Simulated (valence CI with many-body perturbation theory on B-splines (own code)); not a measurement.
## Hyperfine factors and g values of Pb77+

Computed by relativistic CI+MBPT: three valence electrons over a frozen Dirac-Fock core [He], radial functions for each j: 11 s, 11 p, 10 d, 8 f, 5 g, 2 h, with the one-electron correlation potential Σ1 (screened to all orders), the two-electron term Σ2, the three-electron term Σ3, Breit, model QED; selected single and double excitations, second order for the rest, scaled by the run's own slope (own B-spline code, finite nucleus).

No measured spectrum was set against this ion. As an estimate, large intervals hold to a few tenths of a per cent, small ones and those within an open d or f shell to about a per cent.

A/g_I is the dipole constant over the nuclear g factor μ/I (μ in nuclear magnetons, uniformly magnetised nucleus), B/Q the quadrupole constant per barn. Both hold the static response of the core; the bare values leave it out. Large factors of s and p1/2 electrons are usually good to 5 to 10 %; those of open d and f shells near neutrality can be off by tens of per cent, and small factors of p3/2, d and f electrons come from cancelling terms and can be off by a factor of two or in sign, in half-filled shells by more. B is blank for J = 1/2, where it vanishes, and for nearly pure S terms. Energies count from the lowest level.

Levels are named by their leading jj configuration (3d3/2^4 stands for four electrons in 3d with j = 3/2), which in mixed levels can hold well under half, so a name can repeat and another be missing. Letters in brackets count levels of one name in rising energy.

| Level | E (eV) | g | A/g_I (MHz) | A/g_I bare | B/Q (MHz/b) | B/Q bare |
| --- | --- | --- | --- | --- | --- | --- |
| (2s^2 2p1/2) J=1/2 | 0 | 0.602 | 1.28e+07 | 1.27e+07 |  |  |
| (2s 2p1/2^2) J=1/2 | 326 | 1.991 | 3.80e+07 | 3.76e+07 |  |  |
| (2s^2 2p3/2) J=3/2 | 2353 | 1.288 | 1200000 | 1220000 | 2420000 | 2420000 |
| (2s 2p1/2 2p3/2) J=3/2 [a] | 2585 | 1.605 | 8810000 | 8760000 | 1900000 | 1900000 |
| (2s 2p1/2 2p3/2) J=5/2 | 2627 | 1.290 | 1.09e+07 | 1.08e+07 | 2180000 | 2180000 |
| (2s 2p1/2 2p3/2) J=1/2 | 2713 | 1.274 | -1.49e+07 | -1.47e+07 |  |  |
| (2s 2p1/2 2p3/2) J=3/2 [b] | 2714 | 0.967 | -5840 | 55800 | 1170000 | 1170000 |
| (2p1/2^2 2p3/2) J=3/2 | 3050 | 1.298 | 1120000 | 1180000 | 2350000 | 2360000 |
| (2s 2p3/2^2) J=5/2 | 4956 | 1.410 | 8610000 | 8560000 | 229000 | 229000 |
| (2s 2p3/2^2) J=1/2 | 5082 | 1.914 | 3.83e+07 | 3.79e+07 |  |  |
| (2s 2p3/2^2) J=3/2 | 5083 | 1.159 | -6240000 | -6120000 | -183000 | -183000 |
| (2p1/2 2p3/2^2) J=3/2 | 5346 | 1.425 | -1190000 | -1120000 | 91300 | 91400 |
| (2p1/2 2p3/2^2) J=5/2 | 5368 | 1.151 | 3480000 | 3500000 | -6260 | -6260 |
| (2p1/2 2p3/2^2) J=1/2 | 5436 | 0.602 | 1.28e+07 | 1.27e+07 |  |  |
| (2p3/2^3) J=3/2 | 7748 | 1.280 | 1160000 | 1210000 | -2450000 | -2450000 |
| (2s^2 3s) J=1/2 | 13569 | 1.975 | 1.13e+07 | 1.12e+07 |  |  |
| (2s^2 3p1/2) J=1/2 | 13675 | 0.650 | 3890000 | 3870000 |  |  |
| (2s 2p1/2 3s) J=1/2 [a] | 13788 | 2.345 | 2.19e+07 | 2.17e+07 |  |  |
| (2s 2p1/2 3s) J=3/2 | 13819 | 1.514 | 2.08e+07 | 2.06e+07 | -141000 | -141000 |
| (2s 2p1/2 3s) J=1/2 [b] | 13856 | 0.672 | 1.96e+07 | 1.94e+07 |  |  |
| (2s 2p1/2 3p1/2) J=1/2 [a] | 13877 | 0.252 | -2060000 | -1980000 |  |  |
| (2s 2p1/2 3p1/2) J=3/2 | 13908 | 1.069 | 1.84e+07 | 1.82e+07 | -135000 | -136000 |
| (2s 2p1/2 3p1/2) J=1/2 [b] | 13964 | 1.888 | 3.87e+07 | 3.83e+07 |  |  |
| (2p1/2^2 3s) J=1/2 | 14175 | 1.976 | 1.09e+07 | 1.08e+07 |  |  |
| (2p1/2^2 3p1/2) J=1/2 | 14258 | 0.638 | 3900000 | 3880000 |  |  |
| (2s^2 3p3/2) J=3/2 | 14370 | 1.314 | 377000 | 386000 | 756000 | 757000 |
| (2s^2 3d3/2) J=3/2 | 14435 | 0.781 | 233000 | 233000 | 145000 | 146000 |
| (2s 2p1/2 3p3/2) J=3/2 [a] | 14587 | 1.381 | 1660000 | 1650000 | 745000 | 746000 |
| (2s^2 3d5/2) J=5/2 | 14608 | 1.227 | 4090000 | 4060000 | 360000 | 361000 |
| (2s 2p1/2 3p3/2) J=3/2 [b] | 14627 | 1.236 | 5790000 | 5750000 | 262000 | 262000 |
| (2s 2p1/2 3p3/2) J=5/2 | 14630 | 1.257 | 6460000 | 6410000 | 424000 | 425000 |
| (2s 2p1/2 3p3/2) J=1/2 | 14631 | 1.334 | -1.63e+07 | -1.62e+07 |  |  |
| (2s 2p1/2 3d3/2) J=3/2 [a] | 14640 | 0.574 | -3140000 | -3100000 | 145000 | 146000 |
| (2s 2p1/2 3d3/2) J=5/2 | 14674 | 0.988 | 1.03e+07 | 1.02e+07 | 16100 | 16800 |
| (2s 2p1/2 3d3/2) J=3/2 [b] | 14693 | 1.132 | 1.02e+07 | 1.01e+07 | 130000 | 130000 |
| (2s 2p1/2 3d3/2) J=1/2 | 14697 | 0.442 | -1.67e+07 | -1.65e+07 |  |  |
| (2s 2p1/2 3d5/2) J=5/2 [a] | 14830 | 1.292 | 2300000 | 2270000 | 161000 | 162000 |
| (2s 2p1/2 3d5/2) J=7/2 | 14863 | 1.211 | 7390000 | 7320000 | 14600 | 15500 |
| (2s 2p1/2 3d5/2) J=5/2 [b] | 14876 | 1.075 | 842000 | 844000 | 242000 | 243000 |
| (2s 2p1/2 3d5/2) J=3/2 | 14876 | 1.130 | -9670000 | -9580000 | 94800 | 95400 |

(1) Take the isotope of mass number 207, with I = 1/2, μ = 0.5906 μN. What is the hyperfine structure of (2s^2 2p3/2) J=3/2?

Answers

(1) From the table A = 1410000 MHz. Shifts from the centre of gravity in MHz: F = 1: -1760000, F = 2: 1060000.
